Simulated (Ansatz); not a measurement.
`BO[SiH2]C#C` + `[NH2][GaH2]` → `B[NH][GaH2]` + `C#C[SiH2]O` at 500 K and 1 bar (ligand exchange at a B–O bond).

Program: Ansatz. Geometries: PBE0-D4/def2-TZVP. ΔE: electronic, gas phase. CCSD(T)/CBS adds triple-zeta CCSD(T) − MP2 to the extrapolated MP2 energy (def2 sets, frozen cores). For Ga outer-core shells are correlated without core-valence functions, which leaves a few kJ/mol of doubt a bond. Scalar relativity is left out up to krypton. One conformer a species, not always the lowest.

```json
{"species": "`BO[SiH2]C#C`", "CCSD(T)/CBS energy (Eh)": "-468.17507", "H − E (kJ/mol)": "210.4", "S (J/(mol·K))": "408.7"}
{"species": "`[NH2][GaH2]`", "CCSD(T)/CBS energy (Eh)": "-1981.05479", "H − E (kJ/mol)": "130.3", "S (J/(mol·K))": "302.1"}
{"species": "`B[NH][GaH2]`", "CCSD(T)/CBS energy (Eh)": "-2006.47671", "H − E (kJ/mol)": "170.4", "S (J/(mol·K))": "347.3"}
{"species": "`C#C[SiH2]O`", "CCSD(T)/CBS energy (Eh)": "-442.75166", "H − E (kJ/mol)": "170.6", "S (J/(mol·K))": "362.2"}
```

H − E and S are ideal-gas, rigid-rotor, harmonic terms from PBE0-D4/def2-TZVP, for one conformer and one mirror image of each species. 1 Eh = 2625.50 kJ/mol, R = 8.31446 J/(mol·K).

Q: By hand: ΔE, ΔH, ΔS and ΔG.

A: ΔE = (-2006.47671) + (-442.75166) − (-468.17507) − (-1981.05479) = 0.00149 Eh = 3.9 kJ/mol. Δ(H − E) = 170.4 + 170.6 − 210.4 − 130.3 = 0.3, so ΔH = 4.2 kJ/mol. ΔS = 347.3 + 362.2 − 408.7 − 302.1 = -1.3 J/(mol·K). ΔG = 4.2 − 500 × (-1.3)/1000 = 4.9 kJ/mol.

Q: By hand: the equilibrium constant, and the temperature at which ΔG would vanish if ΔH and ΔS stayed fixed.

A: log₁₀ K = −ΔG/(RT ln 10) = -0.5. ΔH and −TΔS have one sign here, so there is no such temperature.

The number of gas molecules stays the same, so ΔS is small and ΔH decides. The sign of ΔG lies within the doubt. A doubt of 5 kJ/mol in ΔE shifts log₁₀ K by 0.5 here. Other conformers and mirror images would add mixing entropy, several J/(mol·K) or more a flexible species. Modes under 60 cm⁻¹, often nearly free rotors, make the harmonic entropy too high. These are equilibria of isolated gas molecules and say nothing of rates. Largest T1 diagnostic: 0.014 (customary marks: 0.02 for closed shells, 0.045 for open ones).

ΔS is within the doubt of such terms, so its sign, and with it that verdict, could turn.
